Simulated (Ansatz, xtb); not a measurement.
# Cl3HOTi: which of two structures lies lower

We compare I, a singlet given by its coordinates, with II, a singlet given by its coordinates. Both are isolated molecules in the gas phase, relaxed with PBE0-D4/def2-SVP.

I (Å):

```csv
atom,x (Å),y (Å),z (Å)
Cl,-1.0393,0.4624,1.6303
Cl,-0.9345,-1.8586,-1.5904
Cl,0.7357,1.6150,-0.9463
O,1.5736,-1.2645,0.2389
Ti,0.3129,-0.5297,-0.3389
H,-0.6065,1.5113,0.9604
```

Close contacts (Å): Cl1–Ti5 2.59, Cl2–Ti5 2.21, Cl3–Ti5 2.27, O4–Ti5 1.57, Cl1–H6 1.32, Ti5–H6 2.59.

II (Å):

```yaml
atoms:
  - { symbol: Cl, position_ang: [1.8029, -1.5000, 0.5651] }
  - { symbol: Cl, position_ang: [-1.1251, -1.3257, -1.4750] }
  - { symbol: Cl, position_ang: [1.1140, 1.4049, -1.3977] }
  - { symbol: O, position_ang: [-0.6422, 0.4903, 1.0907] }
  - { symbol: Ti, position_ang: [0.2452, -0.2005, -0.2185] }
  - { symbol: H, position_ang: [-1.3530, 1.0668, 1.3893] }
```

Close contacts (Å): Cl1–Ti5 2.17, Cl2–Ti5 2.17, Cl3–Ti5 2.17, O4–Ti5 1.73, O4–H6 0.96, Ti5–H6 2.60.

Estimate which is lower in electronic energy at CCSD(T)/def2-SVP + ΔMP2/def2-TZVPP, and by roughly how much.

The CCSD(T)/def2-SVP + ΔMP2/def2-TZVPP calculation puts structure II lower, by 1.430 eV.

Level by level:

| level | geometry | E(II) − E(I) (eV) | departure from the last row (eV) | job, with rough time for the two |
| --- | --- | --- | --- | --- |
| PBE0-D4/def2-SVP | PBE0-D4/def2-SVP | −1.599 | −0.168 | optimisation, 2.2 min |
| HF/def2-SVP | PBE0-D4/def2-SVP | −1.873 | −0.443 | part of the CCSD(T) run |
| MP2/def2-SVP | PBE0-D4/def2-SVP | −0.740 | +0.691 | part of the CCSD(T) run |
| CCSD(T)/def2-SVP | PBE0-D4/def2-SVP | −1.220 | +0.210 | single point |
| CCSD(T)/def2-SVP + ΔMP2/def2-TZVPP | PBE0-D4/def2-SVP | −1.430 |  | single point, 45 s |

The levels shown agree on the order. The largest departure from CCSD(T)/def2-SVP + ΔMP2/def2-TZVPP is that of MP2/def2-SVP, 0.691 eV. Levels run at GFN2-xTB geometries aren't shown. The last row adds to CCSD(T) the change of the MP2 difference between the two basis sets, here −0.210 eV, a large step that makes the value less sure.

With harmonic frequencies from PBE0-D4/def2-SVP (ideal gas, rigid rotor, one conformer each, 298.15 K, 1 atm): on the last row, ΔE + ΔZPE = −1.371, ΔH = −1.369, ΔG = −1.363 eV.

The T1 diagnostic of structures I and II is large, so the coupled-cluster value is less sure. The correlated steps freeze 21 core orbitals. Mirror images aren't counted in ΔG. Run with Ansatz 0.2.0; the last row on 2 threads of Arm Neoverse V1 on a shared host.
